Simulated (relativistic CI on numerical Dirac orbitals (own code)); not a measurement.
## V4+: 3p photoemission

Computed with this model: Dirac-Coulomb-Breit CI, orbitals from a KLI potential per configuration, model QED (radiative potential, 1s self-energy scaled to tabulated hydrogen-like ionisation energies), valence Slater integrals scaled by 0.9, multiplet model of photoemission in the sudden approximation; configurations [Ar] 3d → [Ne] 3s2 3p5 3d; 300 K; Lorentzian 0.8 eV and Gaussian 0.6 eV FWHM. Energies are those of the free ion, without screening or charge transfer. The energies are binding energies and can lie tens of eV above those of solids. S is read from ⟨S²⟩ = S(S + 1).

Field parameters in Wybourne normalisation: D3d B²₀ = −7Dσ, B⁴₀ = −14Dq − 21Dτ, B⁴₃ = −14√(10/7) Dq; D4h B²₀ = −7Ds, B⁴₀ = 21(Dq − Dt), B⁴₄ = 21√(5/14) Dq; Oh B⁴₀ = 21Dq, B⁴₄ = √(5/14) B⁴₀. The field is a parameter set, without covalency.

Peaks in eV (height, largest 100): 103.0 (79), 104.5 (88), 107.2 (100), 121.5 (14).

Question: Which surroundings give this spectrum?
A. Oh, 10Dq = 30650 cm⁻¹
B. Oh, 10Dq = 15250 cm⁻¹
C. free ion
D. D3d, 10Dq = 11050, Dσ = 320, Dτ = 130 cm⁻¹

Answer: D. D3d, 10Dq = 11050, Dσ = 320, Dτ = 130 cm⁻¹, where the ground state has S = 0.50.
